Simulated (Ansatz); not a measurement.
Saddle point of SiH$_{6}$SeS, closed shell (SiH₄S ([SiH3][SH]) + H₂Se → SiH₄Se ([SiH3][SeH]) + H₂S; bonds formed: Si1–Se7, S2–H6; bonds broken: Si1–S2, H6–Se7), PBE0-D4/def2-TZVP structure:

Si1  (-0.823, -0.520, -0.193)
S2  (0.986, -0.255, 1.419)
H3  (-0.577, -1.395, -1.363)
H4  (-1.367, -1.498, 0.813)
H5  (-1.923, 0.479, -0.231)
H6  (1.244, 0.854, 0.504)
Se7  (0.606, 1.386, -1.346)
H8  (0.194, 0.462, 2.235)
H9  (1.659, 0.486, -1.838)
(Å)

Energies are electronic, without zero-point energy. Barriers and step energies count from the start structure reached by relaxing down the imaginary mode; all methods use the PBE0-D4 structures, on which another method's saddle can fall below an end. Ansatz 0.2.0; basis: def2-TZVPP, with def2-QZVPP for the basis limit; cores frozen in the correlated methods. Filled d shells of the heavier atoms are correlated. The def2 sets are not built for correlating such inner shells, so the correlated values are less sure here. B3LYP uses VWN-RPA correlation. Extrapolation: Hartree–Fock as exp(−7.88 √X), correlation as X^−2.97.

```
      method  barrier (eV)  step energy (eV)
       SPW92         1.039            -0.026
      PBE-D4         1.253            -0.043
     BLYP-D4             ?            -0.031
   r2SCAN-D4         1.436            -0.036
      B97M-V         1.679            -0.002
     PBE0-D4         1.463            -0.047
    B3LYP-D4         1.599            -0.037
  r2SCAN0-D4         1.570            -0.043
    BHLYP-D4         1.836            -0.042
CAM-B3LYP-D4         1.771            -0.030
     wB97X-V         1.777            -0.033
     wB97M-V             ?            -0.033
      B2PLYP         1.717            -0.045
    PBE-QIDH             ?            -0.050
  RPA on PBE         1.745            -0.042
          HF         2.434            -0.053
         MP2         1.685            -0.048
        CCSD         1.900            -0.048
     CCSD(T)         1.767            -0.044
```

Task: Fill in the withheld barriers. (To be estimated.)

Result: Computed: wB97M-V 1.704; BLYP-D4 1.434; PBE-QIDH 1.644 eV. Each is the energy of the saddle less that of the start structure, by the same method.

For comparison, the barrier by CCSD(T) at an estimated basis limit (MP2 extrapolated from triple and quadruple zeta, plus CCSD(T) − MP2 in triple zeta) is 1.708 eV.

T1 diagnostic: at most 0.012.

Labels in which every atom is bracketed show which atoms are joined, not bond orders.

For scale, one of the runs: CCSD(T)/def2-TZVPP, 216 basis functions, launched by `ansatz run in.yaml --threads 4 --pin off --events-out ev --progress --plain --max-ram 9574MiB`. Time: 96 s of wall clock on 4 CPU threads of a Oxide Virtual Turin-like; the host was shared. Peak host memory: 3 GiB.
